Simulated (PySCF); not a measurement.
sulfur trioxide (O3S), singlet, geometry from GFN2-xTB. Base run: CCSD/6-31G (PySCF).

Input for PySCF:
```python
from pyscf import gto, scf, cc

mol = gto.Mole()
mol.atom = '''
    O    -0.691787   -1.236790   -0.046012
    S    -0.000000    0.000000   -0.000000
    O    -0.725140    1.218401   -0.002092
    O     1.416927    0.018388    0.048104
'''
mol.basis = '6-31g'
mol.charge = 0
mol.spin = 0
mol.verbose = 4
mol.build()

mf = scf.RHF(mol)
mf.kernel()

mycc = cc.CCSD(mf)
mycc.kernel()
print('E(CCSD) = %.10f' % mycc.e_tot)
mf.analyze()
```

The base run was repeated with changes; each row names its change, and settings that it needs were set with it.

```json
[
 {"change": "base", "ΔE vs base (mEh)": "0.000", "MP2 correlation (Eh)": "-0.49353", "CC correlation without the perturbative part (Eh)": "-0.46687", "basis functions": "40"},
 {"change": "cc.diis_space = 10", "ΔE vs base (mEh)": "0.000", "MP2 correlation (Eh)": "-0.49353", "CC correlation without the perturbative part (Eh)": "-0.46687", "basis functions": "40"},
 {"change": "cc.conv_tol = 1e-9", "ΔE vs base (mEh)": "0.000", "MP2 correlation (Eh)": "-0.49353", "CC correlation without the perturbative part (Eh)": "-0.46687", "basis functions": "40"},
 {"change": "method = ccsd(t)", "ΔE vs base (mEh)": "…", "MP2 correlation (Eh)": "-0.49353", "CC correlation without the perturbative part (Eh)": "-0.46687", "basis functions": "40"},
 {"change": "frozen = 8", "ΔE vs base (mEh)": "6.243", "MP2 correlation (Eh)": "-0.48641", "CC correlation without the perturbative part (Eh)": "-0.46062", "basis functions": "40"},
 {"change": "cc.diis_space = 3", "ΔE vs base (mEh)": "0.000", "MP2 correlation (Eh)": "-0.49353", "CC correlation without the perturbative part (Eh)": "-0.46687", "basis functions": "40"},
 {"change": "cc.conv_tol = 1e-5", "ΔE vs base (mEh)": "0.000", "MP2 correlation (Eh)": "-0.49353", "CC correlation without the perturbative part (Eh)": "-0.46687", "basis functions": "40"},
 {"change": "frozen = 9", "ΔE vs base (mEh)": "…", "MP2 correlation (Eh)": "…", "CC correlation without the perturbative part (Eh)": "…", "basis functions": "40"},
 {"change": "frozen = 7", "ΔE vs base (mEh)": "5.821", "MP2 correlation (Eh)": "-0.48693", "CC correlation without the perturbative part (Eh)": "-0.46105", "basis functions": "40"},
 {"change": "method = mp2", "ΔE vs base (mEh)": "…", "MP2 correlation (Eh)": "-0.49353", "CC correlation without the perturbative part (Eh)": "-", "basis functions": "40"}
]
```

Complete the blanks.


- method = ccsd(t), ΔE vs base (mEh): -20.224
- frozen = 9, ΔE vs base (mEh): 39.511
- frozen = 9, MP2 correlation (Eh): -0.45196
- frozen = 9, CC correlation without the perturbative part (Eh): -0.42736
- method = mp2, ΔE vs base (mEh): -26.659
